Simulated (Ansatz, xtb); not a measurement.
**A geometry optimisation of CH3BBrFSi with r2SCAN-D4/def2-SVP**

The starting geometry of this gas-phase singlet was built from a drawn formula by distance geometry and a force field; its bonds are those of `FB1[SiH2][C@@H]1Br`.

```yaml
atoms:
  - { symbol: C, position_ang: [-0.0691, -0.6343, 0.6640] }
  - { symbol: B, position_ang: [-0.5642, -1.7989, 1.6064] }
  - { symbol: Br, position_ang: [0.4507, 0.9696, 1.6141] }
  - { symbol: F, position_ang: [-1.5834, -2.3493, 2.5686] }
  - { symbol: Si, position_ang: [1.2175, -1.8706, 0.5976] }
  - { symbol: H, position_ang: [1.0069, -3.0048, -0.3714] }
  - { symbol: H, position_ang: [2.2227, -1.9007, 1.6094] }
  - { symbol: H, position_ang: [-0.7201, -0.5148, -0.2571] }
```

Q: Predict what becomes of its bonds when it is optimised with r2SCAN-D4/def2-SVP.

A: It keeps its bonds, and is `FB1[SiH2][C@@H]1Br`. Distances that change by over a tenth: C1–Si5 (1.79 → 1.99 Å), B2–F4 (1.51 → 1.31 Å).

The energy falls by 1.65 eV over 14 steps:

```csv
step,E − E(last) (eV)
1,1.655
2,0.536
4,0.133
5,0.091
7,0.038
8,0.020
10,0.002
11,0.001
13,0.000
14,0.000
```

Final geometry (Å):

```yaml
atoms:
  - { symbol: C, position_ang: [-0.1657, -0.6496, 0.8308] }
  - { symbol: B, position_ang: [-0.6765, -1.8252, 1.6313] }
  - { symbol: Br, position_ang: [0.0129, 1.1774, 1.4375] }
  - { symbol: F, position_ang: [-1.3366, -2.0152, 2.7508] }
  - { symbol: Si, position_ang: [1.0272, -2.2347, 0.7339] }
  - { symbol: H, position_ang: [1.2988, -2.5594, -0.6918] }
  - { symbol: H, position_ang: [2.2563, -2.3243, 1.5739] }
  - { symbol: H, position_ang: [-0.4553, -0.6728, -0.2347] }
```

From the same start GFN2-xTB ends elsewhere, differing in C1–Si5 (2.91 against 1.99 Å here).

No frequencies were run, so the end isn't proven a minimum. Run with Ansatz 0.2.0, 41 s on 2 threads of Arm Neoverse V1, with other jobs on the host.
